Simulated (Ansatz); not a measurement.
Total energies of Cs2I2⁻ (the lowest doublet isomer of a short search) from Ansatz at PBE0-D4/def2-TZVPD, gas phase (1 Eh = 27.2114 eV = 2625.5 kJ/mol). The reference geometry is relaxed at PBE-D4/def2-SVPD.

| atom | x (Å) | y (Å) | z (Å) |
| --- | --- | --- | --- |
| Cs1 | -2.349 | -0.153 | -0.762 |
| Cs2 | 2.347 | 0.162 | 0.769 |
| I3 | 0.590 | 1.624 | -2.149 |
| I4 | -0.588 | -1.634 | 2.142 |

```csv
state,geometry,energy (Eh)
charge -1 doublet,reference,-635.99736
charge 0 singlet,reference,-635.98389
charge -1 quartet,relaxed at PBE-D4/def2-SVPD,-635.88937
```

In the def2 sets Cs, I take a core potential; there is no spin–orbit coupling.

Question: Work out the vertical ionisation energy to the singlet.

Answer: E(charge 0 singlet) − E(charge -1 doublet) = -635.98389 − (-635.99736) = 0.01347 Eh = 0.37 eV. For comparison, −ε of the highest occupied level of the spin that leaves is -0.32 eV at this level, 0.69 eV less.

Question: Which of the charge -1 states is lowest, and how far above it are the others?

Answer: The doublet. quartet: -635.88937 − (-635.99736) = 0.10799 Eh = 283.5 kJ/mol. The quartet differs in its bonds from the reference.

At PBE0-D4/def2-TZVPD the highest occupied level of the charge -1 doublet lies above zero (up to 0.32 eV). By energy differences its removal costs 0.37 eV (vertical, to the charge 0 singlet, at PBE0-D4/def2-TZVPD); a positive level beside a positive removal energy at the same level points to self-interaction error. 

The structure comes from a short search, and lower isomers may exist.
